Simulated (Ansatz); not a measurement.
Process, species as SMILES: C[Si](C)(C)O [hydroxy(trimethyl)silane] -> C[Si](C)O + [CH3] (CH3) (the C-Si bond at the site shown breaks; other sites are not compared here)
Structures are relaxed separately at B3LYP-D3(BJ)/def2-TZVP in Ansatz (a first-principles code), one conformer each, not searched for the lowest.

Quantity: bond dissociation energy (electronic energy difference), in eV. Cores are frozen in the correlated levels unless marked. UHF or UKS for open shells. Spin-orbit coupling is left out. No relativistic terms. Basis-set limits of correlation are two-point, X^-3; Hartree-Fock from the larger set.

```
level                      program  bond dissociation energy (eV)
------------------  --------------  -----------------------------
BLYP-D4/def2-TZVPD  Ansatz + dftd4                           3.89
```

Problem. Estimate the value at CCSD(T)/CBS(cc-pV(T+d)Z,cc-pV(Q+d)Z) as computed with Ansatz.

Solution. 4.24 eV, so BLYP-D4/def2-TZVPD differs from it by -0.35 eV.
